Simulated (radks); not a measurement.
The numbers below are computed, except where a source is named.
Excited configurations of Tl I: one electron is placed in a higher orbital outside [Hg]. The ground configuration is [Hg] 6p1. Code: a radial shooting solver on a logarithmic mesh with Libxc functionals. Model: scalar-relativistic Kohn-Sham, PBE, spin-unpolarised, spherical densities, finite nucleus; Fermi nuclear charge, rms radius 5.4759 fm. Excitation = E - E(ground); binding = E(ion) - E, where the ion is the core of charge +1; n* = 1/sqrt(2 binding) in atomic units, and the quantum defect is n - n*.

outer orbital  excitation (eV)  binding (eV)  quantum defect  <r> (bohr)
5f                       4.258         0.911           1.135       17.34
6d                       3.537         1.632           3.112       9.874
6f                       4.540         0.629           1.350       29.34
7s                       2.319         2.850           4.815       7.567
7p                       3.245         1.924           4.341       10.32
7d                       4.137         1.032           3.369       18.53
7f                       4.714         0.455           1.531       43.97

The Delta-SCF ionisation energy is 5.169 eV (NIST Atomic Spectra Database: 6.108 eV, measured). Self-interaction in the functional shifts the binding energies and quantum defects, so they are the method's values and not measured ones. Spin polarisation and multiplet splitting are left out, so open shells lie too high by an amount that depends on their filling. Spin-orbit splitting is averaged out at the scalar-relativistic level.

Beside tabulated values, note that spin-unpolarised runs miss the spin-polarisation part of the exchange energy of open shells, and scalar-relativistic runs lack spin-orbit coupling.
